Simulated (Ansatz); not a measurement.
All numbers were calculated with Ansatz.

A structure relaxed at PBE0-D4/def2-TZVP, charge 0, multiplicity 1:

```xyz
6

Si    0.4684    0.3337   -0.0254
Se   -0.8006   -1.4440    0.6253
H     0.6743    0.3458   -1.4952
H     1.7668    0.1475    0.6661
H    -0.1473    1.6192    0.3883
H    -1.9616   -1.0022   -0.1590
```

(1) Give its formula and SMILES.

(2) Point group (tolerance 0.08 Å, 0.16 Å for H)?

(3) Summarise the bond lengths by kind.

Results:

(1) H4SeSi, `[SiH3][SeH]`.

(2) Cs.

(3) 1 × Se–Si 2.279 Å; 3 × H–Si 1.483 to 1.484 Å; 1 × H–Se 1.469 Å.
